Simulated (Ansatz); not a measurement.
A nudged elastic band was laid between two geometries of BrH + ClH5N2OZr (12 atoms, charge 0, multiplicity 1).

Computed with Ansatz 0.2.0, RHF/def2-SVP.

* movable images: 7
* climbing image: yes
* spring: 5.0 eV/Å²
* optimiser: quadratic models (default)
* start path: through a guess of the saddle point
* force threshold: 0.03 eV/Å
* iteration limit: 60
* end points: relaxed

First end point:

```xyz
12
Properties=species:S:1:pos:R:3
Zr 0.152 -0.056 -0.141
Cl 0.150 0.130 2.302
O 1.943 -0.355 -0.765
H 2.831 -0.340 -1.075
N -0.653 1.659 -0.897
H -1.481 1.724 -1.464
H -0.284 2.587 -0.775
N -1.016 -1.598 -0.756
H -1.981 -1.720 -0.493
H -0.732 -2.392 -1.303
Br -3.849 -0.417 2.217
H -2.540 -0.174 2.689
```

Last end point:

```xyz
12
Properties=species:S:1:pos:R:3
Zr -0.658 -0.556 -0.210
Cl 0.113 1.988 2.874
O 1.200 -0.892 0.123
H 2.104 -0.838 0.376
N -1.053 1.372 -0.727
H -1.476 1.704 -1.577
H -0.811 2.167 -0.160
N -1.220 -1.713 -1.780
H -2.153 -1.780 -2.152
H -0.634 -2.363 -2.276
Br -2.088 -1.162 1.906
H -0.784 1.120 3.141
```

Task: What changes between the two ends?

Result: Bonds broken: Zr1–Cl2, Br11–H12. Bonds formed: Zr1–Br11, Cl2–H12. BrH + ClH5N2OZr becomes BrH5N2OZr + ClH.

Task: What energy profile does the band end with?

Result: The run converged. The highest image is number 3 of 0 to 8, 0.81 eV above the first end and 0.80 eV above the last; the last end lies 0.01 eV above the first. A vibrational analysis at the climbing image gives one clearly imaginary mode, 1013i cm⁻¹: a first-order saddle point. The orbitals stay closed-shell, which can raise the energy where a bond breaks towards radicals; this wasn't checked here.

| image | path coordinate (Å) | energy (eV) | Zr1–Cl2 (Å) | Br11–H12 (Å) | Zr1–Br11 (Å) |
| --- | --- | --- | --- | --- | --- |
| 0 | 0.00 | 0.00 | 2.45 | 1.41 | 4.66 |
| 1 | 0.91 | 0.02 | 2.46 | 1.41 | 4.25 |
| 2 | 1.81 | 0.20 | 2.50 | 1.42 | 3.54 |
| 3 | 2.72 | 0.81 | 2.69 | 1.71 | 2.99 |
| 4 | 3.73 | 0.36 | 3.03 | 2.53 | 2.72 |
| 5 | 4.75 | 0.23 | 3.55 | 2.74 | 2.66 |
| 6 | 5.76 | 0.10 | 4.14 | 2.75 | 2.63 |
| 7 | 6.78 | 0.03 | 4.23 | 2.83 | 2.63 |
| 8 | 7.80 | 0.01 | 4.07 | 2.90 | 2.63 |

Task: What is the geometry of the highest image?

Result: 
```xyz
12
Properties=species:S:1:pos:R:3:forces:R:3
Zr -0.366 -0.111 0.008 0.01 0.00 -0.01
Cl 0.091 0.082 2.654 0.01 -0.03 0.00
O 1.496 -0.244 -0.389 -0.01 0.02 0.02
H 2.433 -0.307 -0.431 0.01 0.00 -0.02
N -0.903 1.658 -0.830 0.00 0.00 0.00
H -1.839 1.965 -1.030 0.00 0.01 0.01
H -0.255 2.334 -1.197 -0.01 0.00 -0.01
N -1.113 -1.768 -0.907 0.02 -0.02 0.00
H -2.075 -2.056 -0.925 -0.01 0.00 0.00
H -0.576 -2.389 -1.487 0.00 0.00 0.01
Br -2.903 -0.131 1.590 -0.01 0.02 -0.01
H -1.449 0.013 2.482 -0.01 0.00 0.00
```

Task: What are the harmonic wavenumbers there?

Result: 1013i, 40, 104, 121, 141, 167, 182, 185, 241, 269, 308, 338, 395, 426, 540, 544, 561, 591, 665, 688, 721, 763, 1054, 1642, 1645, 3749, 3752, 3838, 3842, 4281 cm⁻¹.

Run time: 8 min on 4 threads of Arm Neoverse V2, with other jobs on the host, peak memory 0.48 GiB.
